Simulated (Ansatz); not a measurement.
Cost and result for the atomization energy of CH₉FN₂Si₂, SMILES `N[SiH2]C[SiH](N)F` (15 atoms, 14 bonds).

```xyz
15

N    -0.4184    0.5314   -1.8683
Si   -1.4884    0.0602   -0.5825
C    -0.5444   -0.9725    0.6534
Si    0.9236   -0.1449    1.4329
N     1.9522    0.4116    0.2069
F     0.3342    1.0153    2.3813
H    -0.7084    1.3141   -2.4362
H    -0.0523   -0.1956   -2.4664
H    -1.9805    1.3260    0.0187
H    -2.6756   -0.7194   -1.0468
H    -1.2436   -1.2733    1.4419
H    -0.2109   -1.8920    0.1585
H     1.6990   -1.0135    2.3513
H     2.8760    0.7644    0.3905
H     1.5374    0.7883   -0.6353
```

Charge 0, multiplicity 1. Geometry: relaxed with PBE0-D4/def2-TZVP. It is one conformer, not always the lowest. Program: Ansatz. All runs use 2 threads of an AMD EPYC 7R13 on a shared host and a share of an NVIDIA H100 80 GB. Times are those of one run each, without the atoms' runs, and a repeat can differ threefold. Electronic energies, without spin–orbit coupling; frozen cores. CCSD(T)/CBS adds CCSD(T) − MP2 in def2-TZVPP to the MP2 limit, and its time is that of the two runs behind it. T1 = 0.011. B3LYP takes the VWN-RPA correlation (the form of Gaussian; ORCA's B3LYP/G).

CCSD(T)/CBS is a level of theory with its own doubt, some kJ/mol a heavy atom from the limit and from the frozen cores, so smaller differences don't rank the functionals.

```csv
level,functions,wall time
PBE0-D4/def2-TZVPP,334,2.1 s
PBE-D4/def2-TZVPP (with forces),334,2.3 s
B3LYP-D4/def2-TZVPP (with forces),334,2.5 s
ωB97X-V/def2-TZVPP,334,2.6 s
r2SCAN-D4/def2-TZVPP (with forces),334,2.8 s
B2PLYP/def2-TZVPP,334,3 s
ωB97M-V/def2-TZVPP (with forces),334,3.9 s
MP2/def2-QZVPP,638,4.3 s
CCSD(T)/def2-TZVPP,334,6 s
CCSD(T)/CBS(def2),–,10 s
```

Q: What atomization energy does each give, and how far from CCSD(T)/CBS? (An estimate is asked.)

A: The calculation gave: 
```tsv
level	atomization (kJ/mol)	difference from CCSD(T)/CBS	per bond
PBE0-D4/def2-TZVPP	5393.2	-47.1	-3.4
PBE-D4/def2-TZVPP (with forces)	5470.4	30.1	2.2
B3LYP-D4/def2-TZVPP (with forces)	5434.6	-5.7	-0.4
ωB97X-V/def2-TZVPP	5459.2	18.9	1.3
r2SCAN-D4/def2-TZVPP (with forces)	5409.9	-30.4	-2.2
B2PLYP/def2-TZVPP	5366.1	-74.2	-5.3
ωB97M-V/def2-TZVPP (with forces)	5453.2	12.9	0.9
MP2/def2-QZVPP	5436.7	-3.6	-0.3
CCSD(T)/def2-TZVPP	5276.6	-163.7	-11.7
CCSD(T)/CBS(def2)	5440.3	0.0	0.0
```

The D4 term adds +58.6 kJ/mol with B3LYP and +31.2 kJ/mol with PBE0; it sums over pairs of atoms, weighted by their polarisabilities, and B3LYP, whose exchange is more repulsive, gets the larger term. In def2-TZVPP, CCSD(T) changes the Hartree–Fock value by +1350.1 kJ/mol (the triples alone add +69.1 kJ/mol) and MP2 by +1411.7 kJ/mol; breaking electron pairs costs correlation energy, which Hartree–Fock lacks. From PBE to PBE0 (25 % exact exchange), in def2-TZVPP and without D4, the atomization energy moves by −71.9 kJ/mol: exact exchange takes away binding that semilocal exchange gives to molecules.
